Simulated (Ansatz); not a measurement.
HO₂ (SMILES [O]O), doublet, at a GFN2-xTB geometry. Base run: PBE0/6-311G** in Ansatz (a program for electronic structure).

Ansatz was given this input:
Ansatz 0.2 input:
```yaml
crystal:
  periodic: [false, false, false]
  atoms:
    - {symbol: O, position_ang: [-0.50300875, 0.32094818, 0.02100596]}
    - {symbol: O, position_ang: [0.65391542, -0.27519835, -0.02369777]}
    - {symbol: H, position_ang: [-1.20725328, -0.36599861, 0.02153448]}
basis:
  gaussian:
    orbitals: 6-311G__.json
hamiltonian:
  xc: pbe0
magnetization: {spin_polarized: true, initial_magnetization: 1}
```
The basis file holds 6-311G** in the JSON format of the Basis Set Exchange.

The base run was repeated with changes; each row names its change, and settings that it needs were set with it.

```
change                                      ΔE vs base (eV)
------------------------------------------  ---------------
base                                                   0.00
occupation = up:A':7 A'':2 down:A':7 A'':1             0.00
occupation = up:A':8 A'':1 down:A':7 A'':1             7.25
occupation = up:A':6 A'':3 down:A':7 A'':1            24.17
symmetry_tolerance_ang = 0.01                          0.00
```
